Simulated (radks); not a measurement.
Values are calculated unless marked as measured or tabulated.
Initial-state core-level shifts of the aluminium ion Al+ when its valence configuration changes from [Ne] 3s2. Level of theory: scalar-relativistic Kohn-Sham, PBE, spin-polarised, spherical densities, point nucleus; open shells are filled with parallel spins first (a radial shooting solver on a logarithmic mesh with Libxc functionals). Shifts are changes of the shell-averaged eigenvalues in eV (positive: less bound).

valence,1s,2s,2p
3s1 3p1,-1.427,-1.415,-1.398
3p2,-3.120,-3.070,-3.037
3s1.5 3p0.5,-0.813,-0.797,-0.789
3s0.5 3p1.5,-2.278,-2.248,-2.223
